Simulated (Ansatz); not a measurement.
Program: Ansatz. Geometries: PBE0-D4/def2-TZVP. ΔE: electronic, gas phase. CBS: MP2 limit from def2 TZ/QZ plus the TZ coupled-cluster correction, frozen cores. Functionals use def2-TZVPP. For Ge outer-core shells are correlated without core-valence functions, which leaves a few kJ/mol of doubt a bond. Scalar relativity is left out up to krypton. One conformer a species, not always the lowest.

Consider the ligand exchange at the Si–O bond: `F[Si](Cl)(Cl)[O][GeH3]` + `N[SiH2]F` → `F[SiH2]N[Si](F)(Cl)Cl` + `[OH][GeH3]`.

| level | ΔE (kcal/mol) |
| --- | --- |
| PBE-D4 | 13.6 |
| BHLYP-D4 | 16.7 |
| r2SCAN | 15.2 |
| CCSD/def2-SVP | 14.2 |
| SCS-MP2/def2-TZVPP | 15.7 |
| HF/def2-QZVPP | 18.4 |
| MP2/def2-QZVPP | 15.4 |
| CCSD/CBS(def2) | 15.8 |

(1) What does CCSD(T)/CBS give? (Estimate.)

Largest T1 diagnostic among the species: 0.011.

Answers

(1) The calculation gave: +15.4 kcal/mol. The listed levels differ from it by -1.8, 1.3, -0.2, -1.2, 0.3, 3.0, 0.0, 0.4 kcal/mol.

In def2-TZVPP, CCSD(T) changes the Hartree–Fock value by −2.8 kcal/mol (the triples alone add −0.4 kcal/mol) and MP2 by −2.8 kcal/mol. From BLYP to BHLYP (50 % exact exchange), in def2-TZVPP and without D4, ΔE moves by +1.5 kcal/mol.
